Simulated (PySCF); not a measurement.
Se⁺ (selenium, charge +1) across methods

[Ar] 3d10 4s1 4p4, high-spin 4P determinant (an excited configuration). All numbers are calculated (PySCF 2.14, the spin-free X2C one-electron Hamiltonian (Gaussian nucleus), in x2c-QZVPPall with one added diffuse shell each of s, p, d, f type (12s9p6d5f1g, 113 functions)).

| method | E (hartree) | mean ε 4s α (eV) | mean ε 4p α (eV) | mean ε 4p β (eV) | Σ⟨r²⟩ (bohr²) | ⟨S²⟩ |
| --- | --- | --- | --- | --- | --- | --- |
| PBE | -2428.802 | -28.855 | -17.129 | -14.662 | 31.87 | 3.753 |
| LDA | -2425.543 | -28.958 | -17.188 | -14.783 | 31.83 | 3.753 |
| r2SCAN | -2429.119 | -29.969 | -17.694 | -14.726 | 31.74 | 3.757 |
| TPSSh | -2429.061 | -30.146 | -17.873 | -15.005 | 31.80 | 3.754 |
| PBE0 | -2428.848 | -31.339 | -18.620 | -15.544 | 31.83 | 3.754 |
| BLYP | -2429.220 | -28.584 | -16.813 | -14.679 | 31.96 | 3.753 |
| UHF | -2427.43308 | -38.032 | -22.424 | -16.846 | 32.30 | 3.764 |

(1) Estimate the same row for HSE06.

Answers

(1) E (hartree) = -2428.840; mean ε 4s α (eV) = -30.876; mean ε 4p α (eV) = -18.175; mean ε 4p β (eV) = -15.190; Σ⟨r²⟩ (bohr²) = 31.85; ⟨S²⟩ = 3.754.
